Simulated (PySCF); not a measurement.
**Er⁺ (erbium, charge +1): TPSSh calculation**

Configuration: [Xe] 4f11 6s2, one real determinant (an excited configuration). Calculation: PySCF 2.14, in ANO-RCC-VTZP; scalar relativity by spin-free X2C-1e.

| Item | Value |
| --- | --- |
| Total energy | -13084.88 hartree |
| One-electron energy | -17902.59 hartree |
| Hartree (Coulomb) energy | 5098.95 hartree |
| Exchange-correlation energy | -281.25 hartree |
| ⟨S²⟩ | 3.7518 |
| ⟨L²⟩ | 34.010 |
| Sum of ⟨r⟩ | 41.15 bohr |
| Sum of ⟨r²⟩ | 60.88 bohr² |
| Traceless quadrupole moment −½Σ⟨3z² − r²⟩ along its main axis | 0.00287 e·bohr² |
| Langevin diamagnetic susceptibility | -48.2 ×10⁻⁶ cm³/mol |
| Time after the integrals | roughly 10 core-seconds |

```tsv
shell	electrons	mean orbital energy (eV)	spread (eV)	rms radius, mean of both spins (bohr)
1s α	1	-57307.2	0	0.0231
1s β	1	-57307.2	0	0.0231
2s α	1	-9654.8	0	0.0935
2s β	1	-9654.7	0	0.0935
2p α	3	-8559.4	0.070	0.0843
2p β	3	-8559.3	0.068	0.0843
3s α	1	-2185.5	0	0.240
3s β	1	-2184.3	0	0.240
3p α	3	-1849.5	0.395	0.241
3p β	3	-1848.2	0.301	0.241
3d α	5	-1418.8	0.500	0.221
3d β	5	-1417.6	0.237	0.221
4s α	1	-449.44	0	0.540
4s β	1	-446.30	0	0.540
4p α	3	-338.08	0.605	0.574
4p β	3	-334.88	0.380	0.574
4d α	5	-186.13	0.962	0.628
4d β	5	-182.69	0.352	0.628
5s α	1	-67.407	0	1.31
5s β	1	-66.022	0	1.31
5p α	3	-40.387	0.220	1.54
5p β	3	-39.383	0.146	1.54
4f α	7	-21.034	1.393	0.884
4f β	4	-19.054	1.193	0.884
6s α	1	-11.008	0	3.68
6s β	1	-10.892	0	3.68
```

⟨L²⟩ = 34.01 against 42 for a pure I term, so this real determinant mixes terms. Spin-orbit coupling, absent here, splits the open shell strongly.

Densities and radii are taken from the X2C orbitals without a picture-change correction, which distorts them close to the nucleus.
